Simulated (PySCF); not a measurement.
C₃H₈Al (charge -1).
Cartesian coordinates in Å at the PBE0-D3(BJ)/def2-SVP level; atoms count from 1:
```xyz
12
C3H8Al angstrom
C     -0.760    1.164   -0.777
C     -0.239    0.133   -0.091
C     -1.163   -0.747    0.707
Al     1.759   -0.267   -0.077
H     -1.843    1.387   -0.782
H     -0.130    1.838   -1.372
H     -0.886   -0.735    1.777
H     -1.071   -1.803    0.393
H     -2.230   -0.457    0.626
H      2.533    0.836   -1.020
H      2.294   -0.188    1.483
H      1.992   -1.800   -0.644
```

Lines to be assigned: C 1s: 284.82 (area 1), 285.23 (area 1), 286.48 (area 1) eV; Al 1s: 1559.83 eV.

Theory: PySCF 2.14.0, delta-SCF UKS SCAN, pcX-2 on the ionised atom, pcseg-1 elsewhere, spin-free X2C. Isolated species at its PBE0-D3(BJ)/def2-SVP geometry, gas phase.

**Question.** Which carbon gives which C 1s line?

**Answer.** 284.82 eV: C2 (fully substituted alkene carbon); 285.23 eV: C1 (terminal =CH2 carbon); 286.48 eV: C3 (allylic carbon). The listed C 1s values span 1.66 eV, from C2 (bonded to C (double bond), C and Al) to C3 (bonded to C and 3 H). The widest gap between neighbouring values is 1.25 eV, between 285.23 and 286.48 eV. Summing the Pauling electronegativity differences to the bonded atoms, each weighted by its formal bond order, gives -0.94 for the lowest site and -1.05 for the highest; the largest sum, -0.70, belongs to C1, 1.25 eV below the top. The smallest sum, -1.05, belongs to C3, 1.66 eV above the lowest.

Bonded neighbours of each site: C1: C (double bond) and 2 H; C2: C (double bond), C and Al; C3: C and 3 H; Al4: C and 3 H.

**Question.** What is the C 1s shift of C1 against C2?

**Answer.** 285.23 − 284.82 = +0.41 eV, or +40 kJ/mol.

Spin contamination (⟨S²⟩ against 0.75 for a pure doublet) is marked for C 1s of C2 (0.89), which makes this value less certain. The species carries charge -1, so core ionisation leaves a neutral species. The basis sets have no added diffuse functions.

The run took 31 s wall on an Arm Neoverse V1 with one thread, no GPU, shared host.
